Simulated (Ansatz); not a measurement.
Species: CH3, net charge 0, doublet state. SMILES: [CH3-]
Structure (B3LYP-D3(BJ)/def2-TZVP (Ansatz, a first-principles code) minimum search):
```
C
H 1 1.0789
H 1 1.0789 2 120.00
H 1 1.0789 2 120.00 3 180.00
```
Charge 0, spin multiplicity 2.

Question: Give the harmonic wavenumbers at B3LYP-D3(BJ)/def2-TZVP (Ansatz, finite differences of forces, unscaled).

Answer: 537, 1409, 1409, 3113, 3289, 3289 cm⁻¹. Zero-point energy 18.7 kcal/mol.

Question: From these and the geometry, give the ideal-gas thermochemistry at 298.15 K and 1 atm (rigid rotor, harmonic oscillator).

Answer: Point group D3h, rotational symmetry number 6. Rotational constants 287.1, 287.1, 143.6 GHz. S(trans) 34.07, S(rot) 10.41, S(vib) 0.61, S(elec, spin only) 1.38, S 46.5 cal/(mol K). H(298) - H(0) 2.50 kcal/mol; G - E(el) 7.3 kcal/mol.
